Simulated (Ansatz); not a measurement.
Single points on Na11⁺.

```yaml
crystal:
  periodic: [false, false, false]
  atoms:
    - {symbol: Na, position_ang: [-2.469755, -0.472609, -0.050505]}
    - {symbol: Na, position_ang: [-3.458643, -3.900862, 0.542261]}
    - {symbol: Na, position_ang: [2.134165, 4.127766, 0.012621]}
    - {symbol: Na, position_ang: [4.515147, 1.637845, -0.514674]}
    - {symbol: Na, position_ang: [1.115575, 0.731771, 0.374635]}
    - {symbol: Na, position_ang: [-4.781692, 2.078054, -0.513773]}
    - {symbol: Na, position_ang: [3.421624, -1.910836, -0.347987]}
    - {symbol: Na, position_ang: [-1.399308, 2.950290, -0.518343]}
    - {symbol: Na, position_ang: [0.063198, -2.758479, 0.671935]}
    - {symbol: Na, position_ang: [-5.786843, -1.442127, 0.172916]}
    - {symbol: Na, position_ang: [6.646523, -1.040802, 0.170905]}
basis:
  gaussian: {orbitals: def2-TZVP, initial_orbitals: start.molden}
total_charge: 1
hamiltonian: {xc: pbe0}
scf: {omitted_lower_state_checks: [starts]}
output: {orbitals: {seedname: orbitals}}
```

The file start.molden holds the orbitals of an earlier run on this structure, at another level or in another basis.

```sh
$ ansatz run in.yaml --threads 4 --pin off --events-out ev --progress --plain --max-ram 4787MiB
```

It prints (some lines left out):

```
Functional definition: PBE0
3146 factors; their error is unknown
mean field evaluation 1: about -48522.3439 eV, gradient 2.1e2 eV
mean field evaluation 2: about -48536.0896 eV, gradient 1.8e1 eV
mean field evaluation 4: about -48544.5521 eV, gradient 6.3e0 eV
mean field evaluation 8: about -48546.0053 eV, gradient 2.9e-2 eV
mean field -48546.00532583 eV, -1784.0327900599 hartree, gradient 2.3e-5 eV, S^2 0.000000; 0 other end points of the search recorded, 0 dependent functions left out
reference -48546.00539595 eV, -1784.0327926370 hartree; 60, 60 occupied and 292, 292 virtual orbitals, 3146 factors
Total energy: -48546.00539595 eV, -1784.0327926370 hartree
Checks for a lower state left out: starts
```

Hardware: 4 threads of Intel Xeon Platinum 8488C on a shared host. Wall time 24 s, peak host memory 2.2 GiB.

The first input with `hamiltonian: {xc: {name: r2SCAN0}}` (abridged; 22 s):

```
Functional definition: r2SCAN0
mean field -48564.37209141 eV, -1784.7077562456 hartree, gradient 1.9e-5 eV, S^2 0.000000
Total energy: -48564.37211576 eV, -1784.7077571405 hartree
Checks for a lower state left out: starts
```

Geometry: PBE/def2-SVP.

The restricted singlet is unstable towards broken spin symmetry in Hartree–Fock (as tested in another run); at PBE0/def2-TZVP, r2SCAN0/def2-TZVP this wasn't settled. Another isomer (singlet) lies 0.73 eV lower at PBE0/def2-TZVP; other spin states weren't run for this one.
